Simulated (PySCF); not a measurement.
C2H4BCl, SMILES C=CBCl.

Geometry optimised at B3LYP-D3(BJ)/def2-SVP. The values are those of a single conformer.

The numbers are results of PySCF with CAM-B3LYP/def2-TZVPD, not measurements.

Symmetry labels are those of the subgroup Cs that the program uses (full group Cs).

Task: List the valence orbital energies around the gap with their symmetry. (Estimate from the structure and the level; the computed values follow.)

Result: 
```
orbital  symmetry  energy (eV)
-------  --------  -----------
HOMO−7         A'       -15.94
HOMO−6         A'       -14.58
HOMO−5         A'       -13.52
HOMO−4         A'       -12.05
HOMO−3         A'       -11.64
HOMO−2         A"       -11.36
HOMO−1         A'        -9.91
HOMO           A"        -9.78
LUMO           A"        -1.03
LUMO+1         A'         0.73
LUMO+2         A'         1.14
LUMO+3         A'         1.34
```
